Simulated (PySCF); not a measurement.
Gas-phase reaction: 3 GaH + 4 O → Ga(OH)3 + Ga2O

Energies from PySCF, thermal terms from the rigid-rotor harmonic-oscillator model, ideal gas at 1 bar. † marks an energy on the PBE0/def2-TZVP geometry and frequencies; other levels use their own. MP2 and CCSD(T) freeze the core. Open shells (unrestricted): O (multiplicity 3, electronic degeneracy 9); the rest are closed-shell singlets. Spin-orbit splitting is ignored; it lowers the true energy and changes the entropy of O. B3LYP is the form with VWN-RPA correlation. Ga: all electrons, no relativistic terms. GaH, Ga(OH)3: computed as isolated molecules; such fragments, hydroxides, amides, oligomers or adducts are transient or little studied in the gas. MP2 isn't extrapolated to the basis-set limit; its ΔH°(298 K) is -2454.2 kJ in def2-SVP and -2606.1 kJ in def2-TZVPP. CCSD(T) isn't extrapolated to the basis-set limit; its ΔH°(298 K) is -2265.6 kJ in def2-SVP and -2401.0 kJ in def2-TZVPP. The harmonic model lacks anharmonicity and excited electronic states, which grow with temperature; levels with a mode under 35 cm⁻¹ are left out. Soft modes under 120 cm⁻¹ make the harmonic entropy rough for Ga2O.

```tsv
level	ΔE electronic, kJ	ΔH°(298 K), kJ	ΔS°(298 K), J/K	ΔG°(1400 K), kJ
B3LYP/def2-TZVP†	-2436	-2367	-643	-1463
BLYP/def2-TZVP†	-2486	-2417	-643	-1512
CCSD(T)/def2-TZVPP†	-2470	-2401	-643	-1496
HF/def2-TZVP†	-1581	-1512	-643	-607
M06-2X/def2-TZVP†	-2562	-2494	-643	-1589
MP2/def2-SVP†	-2523	-2454	-643	-1549
PBE/def2-SVP	-2608	-2542	-637	-1647
PBE0/def2-TZVP	-2468	-2400	-643	-1495
```
ΔH° is lowest at PBE/def2-SVP and highest at HF/def2-TZVP†. No reference value is set beside these.
